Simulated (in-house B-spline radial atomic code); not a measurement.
A calculation on the titanium ion Ti⁶⁺ (an excited or competing configuration): its settings, and results tabulated from the run. All numbers are computed (Dirac-Hartree-Fock, average of the jj configuration; Fermi nucleus of rms radius 3.5921 fm) with an all-electron radial atomic-structure program (B-spline basis), not measured.

In the input, a minus or plus after the letter marks the j = l - 1/2 or j = l + 1/2 subshell.

Command:
```bash
python run_scf.py task.json out
```
Settings (nuclear radius in fm, mass in u):
```
Z                22
configuration    1s2 2s2 2p6 3s1 3p+4 5d+1
hamiltonian      dirac
method           hf
spin_polarised   False
nucleus          fermi
rms_radius       3.5921
atomic_mass      47.94794
speed_of_light   137.035999084
```

Output (hartree, bohr):
```
 radial grid: 69 intervals, B-splines of order 8, outer radius 21.6418 bohr

 iter        energy (Eh)    residual
    1       -832.5031237    5.78e-01
    2       -836.3416385    1.15e-01
    3       -836.4092782    4.80e-02
    4       -836.4215407    2.01e-02
    5       -836.4242765    3.44e-03
    6       -836.4243391    1.17e-04
    7       -836.4243392    5.49e-06
    8       -836.4243392    2.35e-07

 total energy                     -836.424339
 kinetic                            845.27359
 electron-nucleus                 -1919.70272
 electron-electron                  238.00479

 first-order corrections (not in the total)
   Gaunt                            0.28429
   retardation                     -0.02368
   frequency dependence            -0.00050
   self-energy                      0.18922
   Uehling                         -0.01460
   Wichmann-Kroll                   0.00006
   recoil                           0.00767

 orbital      occ     eigenvalue          <r>       <r^2>       <1/r>       r_max    small
 1s1/2      2.000     -189.42382    0.0695239  0.00650068     21.8114     0.04557  6.21e-03
 2s1/2      2.000      -26.42841     0.321549     0.12212     4.60236      0.2676  1.10e-03
 2p1/2      2.000      -22.71387     0.286324    0.100865     4.50314      0.2182  1.06e-03
 2p3/2      4.000      -22.58581     0.287605    0.101569     4.46468      0.2196  1.06e-03
 3s1/2      1.000       -6.92262     0.917485    0.957442     1.53204      0.8273  2.68e-04
 3p3/2      4.000       -5.72200     0.950411     1.04006     1.42524      0.8425  2.40e-04
 5d5/2      1.000       -1.13350      4.22203     20.2096    0.333749       4.407  3.78e-05
```

Time taken, with all properties: 0.61 s on 1 thread of Arm Neoverse V2 (shared host).

For the Dirac Hamiltonian the kinetic term is c α·p + (β - 1)c².
